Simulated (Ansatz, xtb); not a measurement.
**CH4F2OSi: which of two isomers lies lower**

Structure X is `C[Si](O)(F)F`, a singlet and structure Y is `CO[SiH](F)F`, a singlet. Both are isolated molecules in the gas phase, relaxed with r2SCAN-D4/def2-SVP; the shapes shown needn't be the lowest conformers.

X (Å):

```yaml
atoms:
  - { symbol: C, position_ang: [0.3804, 1.0710, -0.1331] }
  - { symbol: F, position_ang: [-1.3134, -0.2053, 1.7739] }
  - { symbol: F, position_ang: [-1.5998, 2.3181, 1.4976] }
  - { symbol: O, position_ang: [0.6065, 1.4057, 2.6854] }
  - { symbol: Si, position_ang: [-0.4794, 1.1507, 1.4843] }
  - { symbol: H, position_ang: [0.9171, 2.0105, -0.3350] }
  - { symbol: H, position_ang: [1.1133, 0.2499, -0.1439] }
  - { symbol: H, position_ang: [-0.3385, 0.9023, -0.9491] }
  - { symbol: H, position_ang: [0.2830, 1.4702, 3.5916] }
```

Y (Å):

```
atom    x (Å)    y (Å)    z (Å)
   C   1.5068   2.5499   0.8207
   F   0.5340  -0.3172   2.1587
   F  -1.2307   0.6961   0.6029
   O   1.3346   1.2905   0.1899
  Si   0.2796   0.1295   0.6295
   H   0.5790   3.1457   0.7808
   H   1.8085   2.4297   1.8751
   H   2.2986   3.0954   0.2880
   H   0.4198  -1.0154  -0.2756
```

Question: Which of the two would you expect CCSD(T)/def2-SVP + ΔMP2/def2-TZVPP electronic energies to favour?

Answer: Structure X; the calculation gives E(Y) − E(X) = +1.119 eV.

The same difference at several levels:

```csv
level,geometry,E(Y) − E(X) (eV),departure from the last row (eV),"job, with rough time for the two"
GFN2-xTB,GFN2-xTB,−0.133,−1.253,"optimisation, 0.52 s"
HF/STO-3G,GFN2-xTB,+0.669,−0.450,"single point, 1.6 s"
r2SCAN-D4/def2-SVP//GFN2-xTB,GFN2-xTB,+1.092,−0.027,"single point, 11 s"
r2SCAN-D4/def2-SVP,r2SCAN-D4/def2-SVP,+1.076,−0.043,"optimisation, 1.8 min"
HF/def2-SVP,r2SCAN-D4/def2-SVP,+0.919,−0.200,part of the CCSD(T) run
MP2/def2-SVP,r2SCAN-D4/def2-SVP,+1.045,−0.074,part of the CCSD(T) run
CCSD(T)/def2-SVP,r2SCAN-D4/def2-SVP,+0.964,−0.156,single point
CCSD(T)/def2-SVP + ΔMP2/def2-TZVPP,r2SCAN-D4/def2-SVP,+1.119,,"single point, 93 s"
```

As drawn, Y has 1 C–O, 1 Si–H in place of 1 C–Si, 1 O–H.

GFN2-xTB puts the two in the other order. The largest departure from CCSD(T)/def2-SVP + ΔMP2/def2-TZVPP is that of GFN2-xTB, 1.253 eV. The last row adds to CCSD(T) the change of the MP2 difference between the two basis sets, here +0.156 eV, a large step that makes the value less sure.

With harmonic frequencies from r2SCAN-D4/def2-SVP (ideal gas, rigid rotor, one conformer each, 298.15 K, 1 atm): on the last row, ΔE + ΔZPE = +1.135 eV. A mode under 50 cm⁻¹ makes harmonic enthalpies and free energies unreliable, so none is given.

The correlated steps freeze 9 core orbitals. Run with Ansatz 0.2.0, xtb 6.7.1; the last row on 1 thread of AMD EPYC (Zen 3) on a shared host.
